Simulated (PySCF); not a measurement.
PySCF 2.14 output of a UHF calculation on a single atom or ion in aug-cc-pVTZ-PP with ECP60MDF (6s6p5d3f2g, 88 functions), with scalar relativity through the core potential:

```
SCF conv_tol = 1e-09
number electrons alpha = 10  beta = 5
cycle= 1 E= -77.552056494418  delta_E= -0.00551  |g|= 0.0249  |ddm|= 0.0665
cycle= 2 E= -77.5530186814745  delta_E= -0.000962  |g|= 0.0132  |ddm|= 0.0412
cycle= 3 E= -77.55394272755  delta_E= -0.000924  |g|= 0.0116  |ddm|= 0.0473
cycle= 4 E= -77.5572565447203  delta_E= -0.00331  |g|= 0.0116  |ddm|= 0.227
cycle= 5 E= -77.5573879077982  delta_E= -0.000131  |g|= 0.0097  |ddm|= 0.0122
cycle= 6 E= -77.5585147447926  delta_E= -0.00113  |g|= 0.00475  |ddm|= 0.149
cycle= 7 E= -77.5589533427906  delta_E= -0.000439  |g|= 0.0083  |ddm|= 0.143
cycle= 8 E= -77.5589562664745  delta_E= -2.92e-06  |g|= 0.00804  |ddm|= 0.00068
cycle= 9 E= -77.5590327253349  delta_E= -7.65e-05  |g|= 0.00286  |ddm|= 0.0493
cycle= 10 E= -77.5590424793066  delta_E= -9.75e-06  |g|= 0.000796  |ddm|= 0.0173
cycle= 11 E= -77.5590437509601  delta_E= -1.27e-06  |g|= 5.17e-05  |ddm|= 0.00908
cycle= 12 E= -77.5590437917436  delta_E= -4.08e-08  |g|= 1.18e-05  |ddm|= 0.00198
cycle= 13 E= -77.5590437930009  delta_E= -1.26e-09  |g|= 2.42e-05  |ddm|= 0.00059
cycle= 14 E= -77.5590437938103  delta_E= -8.09e-10  |g|= 4.45e-07  |ddm|= 0.000202
converged SCF energy = -77.5590437938103  <S^2> = 8.7612485  2S+1 = 6.0037483
```

The run itself started from symmetry-adapted Hartree-Fock orbitals and held the occupation by maximum overlap, so the iterations belong to that start.

Problem. Which element, charge and spin multiplicity is this?

Solution. Re (rhenium, neutral), multiplicity 6; the state was [Xe] 4f14 5d4 6s2 7s1, high-spin 6D determinant (an excited configuration).

⟨L²⟩ = 8.04 against 6 for a pure D term, so this real determinant mixes terms. Energies and moments cover only the electrons outside the core potential. Spin-orbit coupling, absent here, splits the open shell strongly. The outer electron is Rydberg-like, and this basis confines it to a smaller radius and binds it less than a complete one would. The s, p, d and f populations moved away from the nominal configuration during the SCF.
